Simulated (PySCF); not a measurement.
**Electronic structure of Tc (technetium, neutral) at the UHF level**

Configuration: [Kr] 4d5 5s1 5p1, high-spin 8P determinant (an excited configuration). All numbers are calculated (PySCF 2.14, the spin-free X2C one-electron Hamiltonian (Gaussian nucleus), in ANO-RCC-VTZP (7s6p4d2f1g, 68 functions)).

| Property | Result |
| --- | --- |
| Total energy | -4282.893184 hartree |
| One-electron energy | -5903.3995 hartree |
| Hartree (Coulomb) energy | 1748.1033 hartree |
| Exchange energy | -127.5970 hartree |
| ⟨S²⟩ | 15.7519 |
| ⟨L²⟩ | 2.026 |
| Sum of ⟨r⟩ | 33.30 bohr |
| Sum of ⟨r²⟩ | 63.56 bohr² |
| Traceless quadrupole moment −½Σ⟨3z² − r²⟩ along its main axis | -8.34 e·bohr² |
| Langevin diamagnetic susceptibility | -50.3 ×10⁻⁶ cm³/mol |

| shell | electrons | mean orbital energy (eV) | spread (eV) | rms radius, mean of both spins (bohr) |
| --- | --- | --- | --- | --- |
| 1s α | 1 | -21158.1 | 0 | 0.0394 |
| 1s β | 1 | -21158.1 | 0 | 0.0394 |
| 2s α | 1 | -3097.7 | 0 | 0.162 |
| 2s β | 1 | -3096.6 | 0 | 0.162 |
| 2p α | 3 | -2767.0 | 0.012 | 0.144 |
| 2p β | 3 | -2765.9 | 0.042 | 0.144 |
| 3s α | 1 | -573.96 | 0 | 0.442 |
| 3s β | 1 | -573.26 | 0 | 0.442 |
| 3p α | 3 | -462.26 | 0.016 | 0.446 |
| 3p β | 3 | -461.49 | 0.114 | 0.446 |
| 3d α | 5 | -281.58 | 0.066 | 0.435 |
| 3d β | 5 | -279.93 | 0.108 | 0.435 |
| 4s α | 1 | -94.302 | 0 | 1.13 |
| 4s β | 1 | -86.820 | 0 | 1.13 |
| 4p α | 3 | -61.806 | 0.007 | 1.26 |
| 4p β | 3 | -52.175 | 0.298 | 1.26 |
| 4d α | 5 | -14.920 | 0.247 | 1.82 |
| 5s α | 1 | -9.407 | 0 | 3.52 |
| 5p α | 1 | -4.935 | 0 | 4.34 |

Densities and radii are taken from the X2C orbitals without a picture-change correction, which distorts them close to the nucleus.

Spin-orbit constants ζ (cm⁻¹) from the X2C one-electron operator on these orbitals: bare nucleus, nucleus screened by l(l+1)(2l+1)/3 electrons, and screened by the Breit-Pauli mean field of the electrons.

```tsv
shell	bare	screened nucleus	mean field
2p	643300	613400	n/a
3p	108800	103800	n/a
3d	15490	11890	n/a
4p	14590	13910	n/a
4d	1161	891.2	n/a
5p	998.3	951.8	n/a
```

To first order the Landé constant is A = 136.0 cm⁻¹, so the lowest level has J = 5/2 and lies 0.0759 eV below the centre of the term. This holds in LS coupling only.
